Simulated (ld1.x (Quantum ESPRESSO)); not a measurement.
## BLYP PAW dataset for Fe, fully relativistic all-electron reference.

iron (Fe), PAW, made with ld1.x (Quantum ESPRESSO) 7.5 (BLYP, fully relativistic). Core [Ne] 3s2, reference 3p6 3d6 4s2 4p0. Waves: 4s (bound): rcut 1.70, rcutus 2.35 bohr; 4s channel at 1.95 Ry: rcut 1.70, rcutus 2.35 bohr; 3p (bound): rcut 1.20, rcutus 1.40 bohr; 4p (bound, empty): rcut 1.20, rcutus 1.40 bohr; 3d (bound): rcut 1.80, rcutus 2.05 bohr; 3d channel at 0.1 Ry: rcut 1.80, rcutus 2.05 bohr. Local part: all-electron potential smoothed inside 1.10 bohr (lloc = -1). Core correction: a·sin(br)/r model core, default radius (ld1.x builds one for every PAW set, though the input has nlcc=.false.). Augmentation charge: PSQ, inside the norm-conserving radii.

Open shells are filled in proportion to 2j + 1 (rel_dist='average').

* Configuration tests: test run stopped at test 7 of 7 (negative rho), 2 before it not solved; not counted: 3p6 3d5 4s0 4p0 (solver errors, printed error -1877 eV); 3p6 3d4 4s0 4p0 (solver errors, printed error -1373 eV)
* Density cutoff estimated by the generator: 281 Ry

The ghost test of this file was not conclusive.
